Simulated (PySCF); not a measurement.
BFHO, charge +1. Atoms are numbered in the order given.

```xyz
4

O      0.0000     0.0000     1.1884
B      0.0000     0.0000    -0.0338
F      0.0000     0.0000    -1.2772
H      0.0000     0.0000     2.1565
```
Charge +1, spin multiplicity 1.

The structure is a stationary point at B3LYP-D3(BJ)/def2-TZVP. A frequency run showed that this geometry is not a minimum. The isomer is the one that the SMILES or the coordinates give; other isomers of the formula were not compared.

All values below come from TDDFT-PBE0/def2-TZVPD run with PySCF.

Vertical excitations; the highest root listed may be one member of a degenerate set. The molecule is in vacuum. State labels are in the subgroup C2v.

Computed UV-visible absorptions:
```json
[
 {"state": "S1", "symmetry": "B1", "energy (eV)": "10.71", "λ (nm)": "116", "f": "0.019", "main pairs": "HOMO−1→LUMO (degenerate set)"},
 {"state": "S2", "symmetry": "B2", "energy (eV)": "10.71", "λ (nm)": "116", "f": "0.019", "main pairs": "HOMO→LUMO (degenerate set)"},
 {"state": "S3", "symmetry": "A2", "energy (eV)": "10.89", "λ (nm)": "114", "f": "0.000", "main pairs": "HOMO−1→LUMO+2 50 %, HOMO→LUMO+1 50 %"},
 {"state": "S4", "symmetry": "A1", "energy (eV)": "11.04", "λ (nm)": "112", "f": "0.000", "main pairs": "HOMO−1→LUMO+1, HOMO→LUMO+2 (degenerate set)"},
 {"state": "S5", "symmetry": "A2", "energy (eV)": "11.04", "λ (nm)": "112", "f": "0.000", "main pairs": "HOMO→LUMO+1, HOMO−1→LUMO+2 (degenerate set)"},
 {"state": "S6", "symmetry": "B1", "energy (eV)": "13.09", "λ (nm)": "95", "f": "0.060", "main pairs": "HOMO−3→LUMO, HOMO−1→LUMO+3 (degenerate set)"},
 {"state": "S7", "symmetry": "B2", "energy (eV)": "13.09", "λ (nm)": "95", "f": "0.060", "main pairs": "HOMO−2→LUMO, HOMO→LUMO+3 (degenerate set)"},
 {"state": "S8", "symmetry": "A2", "energy (eV)": "13.29", "λ (nm)": "93", "f": "0.000", "main pairs": "HOMO−2→LUMO+1 50 %, HOMO−3→LUMO+2 50 %"},
 {"state": "S9", "symmetry": "B1", "energy (eV)": "13.35", "λ (nm)": "93", "f": "0.030", "main pairs": "HOMO−1→LUMO+3, HOMO−3→LUMO (degenerate set)"},
 {"state": "S10", "symmetry": "B2", "energy (eV)": "13.35", "λ (nm)": "93", "f": "0.030", "main pairs": "HOMO→LUMO+3, HOMO−2→LUMO (degenerate set)"},
 {"state": "T1", "symmetry": "A1", "energy (eV)": "9.87", "λ (nm)": "126", "f": "0", "main pairs": "HOMO−1→LUMO+1 48 %, HOMO→LUMO+2 48 %"},
 {"state": "T2", "symmetry": "B2", "energy (eV)": "10.08", "λ (nm)": "123", "f": "0", "main pairs": "HOMO→LUMO (degenerate set)"},
 {"state": "T3", "symmetry": "B1", "energy (eV)": "10.08", "λ (nm)": "123", "f": "0", "main pairs": "HOMO−1→LUMO (degenerate set)"},
 {"state": "T4", "symmetry": "A2", "energy (eV)": "10.30", "λ (nm)": "120", "f": "0", "main pairs": "HOMO→LUMO+1 49 %, HOMO−1→LUMO+2 49 %"}
]
```
Triplets are in the Tamm–Dancoff approximation, which puts them higher than full response would, so one can lie above its singlet here.
